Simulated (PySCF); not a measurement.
# Simulated absorption spectrum

C₈H₆O.
Structure used (GFN2-xTB), in Å, numbered top down from 1:
```xyz
15
C8H6O angstrom
C     -2.8106    0.8253    1.1805
C     -2.2788   -0.1316    0.6818
C     -1.7402   -1.2953    0.1097
C     -0.4838   -1.4439   -0.3438
C      0.5553   -0.4568   -0.3362
C      0.6171    0.8497    0.0941
C      1.9284    1.2939   -0.1731
C      2.5751    0.2386   -0.7444
O      1.7603   -0.8186   -0.8482
H     -3.2476    1.6759    1.6122
H     -2.4282   -2.1289    0.0444
H     -0.1876   -2.3950   -0.7655
H     -0.1785    1.4073    0.5418
H      2.3359    2.2635    0.0294
H      3.5787    0.1238   -1.1046
```

The calculation used TDDFT PBE0/def2-SVPD, vertical, gas phase, core orbitals frozen in the response in PySCF 2.14.0, density-fitted response routines.

Computed states:

```csv
state,E (eV),f
S1,4.15,0.496
S2,4.98,0.0001
S3,5.46,0.0007
S4,5.51,0.023
S5,5.82,0.030
S6,6.05,0.0007
```

Each state is given a Gaussian of 0.5 eV full width at half maximum, with ε(max) = 2.175×10⁸ f / Δν̃ (Δν̃ the width in cm⁻¹). The cross-section is σ = 3.8235×10⁻²¹ ε cm², given in Mb (10⁻¹⁸ cm²). The width is an assumption, not a result. The curve ends short of the highest state used, and states not computed would add to its high-energy end.

(1) What does the envelope look like, and where are its maxima?

(2) On this curve, what absorbance would a 10⁻⁴ mol/L sample give at 248 nm over a 1 cm path?

## Answers

(1) 
| λ (nm) | σ (Mb) |
| --- | --- |
| 227.5 | 6.03 |
| 233.4 | 3.50 |
| 239.4 | 1.51 |
| 245.3 | 0.52 |
| 251.3 | 0.26 |
| 257.2 | 0.77 |
| 263.2 | 3.27 |
| 269.1 | 10.40 |
| 275.1 | 25.58 |
| 281.0 | 48.64 |
| 287.0 | 75.18 |
| 292.9 | 95.36 |
| 298.9 | 102.28 |
| 304.8 | 94.33 |
| 310.8 | 75.90 |
| 316.7 | 54.47 |
| 322.7 | 34.95 |
| 328.6 | 20.59 |
| 334.6 | 11.06 |
| 340.5 | 5.58 |
| 346.5 | 2.61 |
| 352.4 | 1.17 |
| 358.4 | 0.49 |
| 364.3 | 0.20 |

Maxima: 299 nm (4.15 eV), ε about 27000, made up of S1 (100%) (ε in L mol⁻¹ cm⁻¹; maxima over ε = 5, shares over 10%). At its high-energy end, 5.45 eV, the curve is still rising (ε about 1600, from S4 and S5).

(2) 248 nm is 4.999 eV, where ε is about 84 L mol⁻¹ cm⁻¹, so A = ε c l ≈ 0.0084 (Beer–Lambert, with the gas-phase spectrum and the assumed width).

One conformer stands for the species.
